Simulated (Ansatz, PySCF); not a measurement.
W(O)(S)(Br)(OH) (BrHO2SW), SMILES [O]=[W]([OH])(=[S])[Br], multiplicity 1.

Geometry optimised at PBE-D3(BJ)/def2-SVP. The spin state was assumed, not searched. The structure was generated by enumeration; whether it is a known compound was not checked. The def2 effective core potentials stand for the cores of W; spin–orbit coupling is left out. One conformer was computed; it need not be the lowest.

Vertical ionisation energy (IE) and electron affinity (EA) in eV. Rows of orbital energies are one-electron estimates. Where ΔSCF, EOM or ADC give a negative EA the extra electron is unbound and the value depends on the basis.

```tsv
level	IE	EA
−ε(HOMO), −ε(LUMO), B3LYP/def2-TZVP (PySCF)	7.60	3.14
−ε(HOMO), −ε(LUMO), PBE/def2-TZVP (PySCF)	6.62	3.61
ΔSCF, PBE0/def2-SVPD (Ansatz), final states of multiplicity 2 and 2	___	___
ΔSCF, PBE/def2-SVPD (Ansatz), final states of multiplicity 2 and 2	9.64	1.08
```

Question: Some entries are withheld; supply them. (An estimate is asked for; the answer gives what the named calculation found.)

Answer: 
- ΔSCF, PBE0/def2-SVPD (Ansatz, an electronic-structure program), final states of multiplicity 2 and 2, IE: 9.85
- ΔSCF, PBE0/def2-SVPD (Ansatz), final states of multiplicity 2 and 2, EA: 1.46

Question: What vertical singlet–triplet gap does ΔSCF give with PBE0/def2-SVPD (Ansatz) and with PBE/def2-SVPD (Ansatz)? (The exact figures need the calculation; the answer reports its results.)

Answer: 2.74 and 2.98 eV (triplet above singlet where positive).
